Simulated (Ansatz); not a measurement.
Reaction (formal loss of a carbene): `C[SiH](Cl)CF` → `C[SiH2]Cl` + `[CH]F`

Isolated molecules relaxed with PBE0-D4/def2-TZVP in Ansatz; ΔE leaves out vibrations. CCSD(T)/CBS adds triple-zeta CCSD(T) − MP2 to the extrapolated MP2 energy (def2 sets, frozen cores). This one scheme is used for every species. DFT in def2-TZVPP. B3LYP here is the variant with VWN-RPA as its local correlation; programs differ in this. Each species was taken in one conformer, which may not be the lowest.

`C[SiH](Cl)CF`:

```xyz
11

C    -0.957    0.890   -0.905
Si    0.431   -0.271   -0.503
Cl    2.250    0.608   -0.926
C     0.483   -0.676    1.342
F    -0.737   -1.237    1.719
H    -0.992    1.101   -1.976
H    -0.842    1.834   -0.370
H    -1.908    0.438   -0.610
H     0.345   -1.523   -1.293
H     1.279   -1.388    1.579
H     0.648    0.225    1.942
```

`C[SiH2]Cl`:

Z-matrix (Å, degrees):
```
C
Si 1 1.857
H 1 1.092 2 110.8
H 1 1.094 2 110.0 3 119.8
H 1 1.092 2 110.8 3 -120.4
Cl 2 2.062 1 109.6 3 60.1
H 2 1.483 1 111.6 3 178.7
H 2 1.483 1 111.5 3 -58.5
```

`[CH]F`:

Z-matrix (Å, degrees):
```
C
F 1 1.301
H 1 1.126 2 102.3
```

| level | ΔE (kJ/mol) |
| --- | --- |
| r2SCAN-D4 | 407.4 |
| B3LYP-D4 | 386.4 |
| ωB97M-V | 385.0 |
| CCSD/def2-TZVPP | 374.5 |
| CCSD(T)/def2-TZVPP | 377.5 |
| MP2/def2-QZVPP | 409.7 |
| SCS-MP2/def2-QZVPP | 390.2 |
| CCSD/CBS(def2) | 382.4 |

Question: What does CCSD(T)/CBS give? (Estimate.)

Answer: The calculation gave: +385.4 kJ/mol. The listed levels differ from it by 22.0, 1.0, -0.4, -10.9, -7.9, 24.3, 4.8, -3.0 kJ/mol.

Largest T1 diagnostic among the species: 0.018.

In def2-TZVPP, CCSD(T) changes the Hartree–Fock value by +42.9 kJ/mol (the triples alone add +3.0 kJ/mol) and MP2 by +70.8 kJ/mol. The D4 term adds +12.3 kJ/mol with B3LYP and +6.8 kJ/mol with PBE0; it sums over pairs of atoms, weighted by their polarisabilities, and B3LYP, whose exchange is more repulsive, gets the larger term. From PBE to PBE0 (25 % exact exchange), in def2-TZVPP and without D4, ΔE moves by +7.6 kJ/mol.
